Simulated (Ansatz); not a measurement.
In6P7H20⁺, a cluster cut from zinc blende InP (hydrogen-capped), relaxed as a singlet with RKS PBE-D4/def2-SVP in Ansatz, starting from the GFN2-xTB geometry. Force threshold 0.03 eV/Å.

In the def2 sets In takes a core potential; there is no spin–orbit coupling.

Start:

```xyz
33

P    -3.4146   -1.2539    0.0486
P     2.5345    2.5328   -1.9612
P     0.0353   -1.1150   -1.9831
P    -0.9437    2.2317   -0.1325
P    -1.5570   -0.3994    3.1723
P     2.1529    0.1024    1.1199
P    -0.3223   -3.3849    1.3014
In    0.0717    3.3801   -2.3017
In   -2.0891    0.4583   -1.6118
In   -2.6860   -2.6236    2.1697
In    3.9612    0.7036   -0.7304
In    1.6464   -2.1088   -0.1021
In    0.0993    1.4019    2.1367
H    -4.2339   -2.0584   -0.7355
H    -4.4719   -0.4954    0.5524
H     3.1653    3.6953   -1.5327
H     3.0877    2.5839   -3.2365
H    -0.0146   -1.8764   -3.1471
H     0.9099   -0.1580   -2.5100
H    -2.0638    2.9670    0.2495
H    -2.5389    0.4050    3.7428
H    -0.9475   -0.6890    4.3895
H     2.8293   -0.3979    2.2310
H    -0.4300   -4.6781    0.8032
H     0.3020   -3.7872    2.4825
H    -0.6170    2.3525   -3.5298
H    -0.0822    5.0710   -2.1826
H    -3.1877    0.7739   -2.9024
H    -3.7474   -3.5692    3.1714
H     3.8590   -0.7270   -1.7186
H     5.3576    1.3251    0.0165
H     2.7944   -3.3399   -0.4844
H     0.5414    2.6777    3.2151
```

```csv
step,energy (eV),largest force component (eV/Å),SCF passes
1,-96338.9215,1.067,20
2,-96339.3262,0.375,20
3,-96339.4256,0.118,19
4,-96339.4584,0.085,18
5,-96339.4689,0.137,18
6,-96339.4766,0.103,19
7,-96339.4870,0.063,19
8,-96339.4928,0.013,19
9,-96339.4964,0.138,19
10,-96339.4976,0.131,20
11,-96339.5001,0.091,19
12,-96339.5007,0.067,19
13,-96339.5035,0.040,20
14,-96339.5039,0.027,20
```

Force components are those of the run's own axes.

End:

```xyz
33

P    -3.4910   -1.3206    0.1281
P     2.6697    3.0485   -1.4129
P    -0.1199   -1.3869   -2.0627
P    -1.0308    2.0294   -0.3982
P    -1.3510   -0.1096    3.1520
P     2.1309   -0.1465    0.8813
P    -0.3998   -3.4480    1.3785
In    0.2231    3.3747   -2.3635
In   -2.2006    0.1592   -1.6641
In   -2.5216   -2.2852    2.3465
In    3.9557    0.8062   -0.8527
In    1.4437   -2.3487   -0.1896
In    0.2897    1.4343    1.7230
H    -4.1887   -2.3854   -0.5269
H    -4.6403   -0.5634    0.5209
H     2.8644    3.9670   -0.3311
H     3.5121    3.7141   -2.3630
H    -0.4253   -2.3979   -3.0272
H     0.7543   -0.5907   -2.8690
H    -2.1127    2.8465    0.0673
H    -2.3869    0.7099    3.7043
H    -0.7060   -0.4460    4.3851
H     2.8272   -0.5534    2.0663
H    -0.8173   -4.7058    0.8368
H     0.2973   -3.9621    2.5179
H     0.1049    2.2093   -3.6512
H    -0.2520    5.0272   -2.2211
H    -3.2156    0.3972   -3.0387
H    -3.5591   -3.1784    3.3913
H     3.6388   -0.2224   -2.2209
H     5.3796    1.1518    0.0582
H     2.5483   -3.5689   -0.7069
H     0.7790    2.7445    2.7421
```

By distances, no bond broke or formed. The bond that changes most is P5–In10, from 2.69 to 2.60 Å (atoms count from 1).

The force fell under the threshold at step 8, but the optimiser went on and released 0.011 eV more. No frequencies were taken in this run, so the end may be a saddle point.

Hardware: 2 threads of AMD EPYC 7R13 on a shared host and a share (18 GiB) of an NVIDIA H100 80GB HBM3. Wall time 77 s, peak host memory 1.1 GiB.
